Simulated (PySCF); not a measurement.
**Ni: excitation energy**

Ni [Ar] 3d8 4s2 (3F) → Ni [Ar] 3d8 4s1 4p1 (high-spin determinant), as a difference of total energies. All numbers are calculated (PySCF 2.14, scalar relativity by spin-free X2C-1e, in x2c-QZVPPall (11s7p6d4f2g, 108 functions)). Correlated levels: valence: [Ar] frozen; valence and next inner shell: [Ne] frozen. The calculations carry no spin-orbit coupling.

```csv
method,excitation energy (eV)
UHF,2.125
LDA,3.718
PBE,3.489
PBE0,3.225
r2SCAN,3.173
B97-3,3.680
BHandHLYP,3.369
r2SCANh,3.126
MP2 (valence),3.171
SCS-MP2 (valence),3.372
MP2 (valence and next inner shell),3.262
SCS-MP2 (valence and next inner shell),3.408
```

Q: How much does correlation contribute at MP2 (valence and next inner shell)?

A: 3.262 − (2.125) = 1.137 eV, measured against UHF.

A first-order spin-orbit estimate (lowest level to lowest level, LS coupling) adds 0.020 eV.

The basis was made for the ground configuration and has no added diffuse functions, so the excitation energy can come out too high.

The determinant of the upper state mixes LS terms, which raises its energy above the lowest term, most at the Hartree-Fock and MP2 levels.
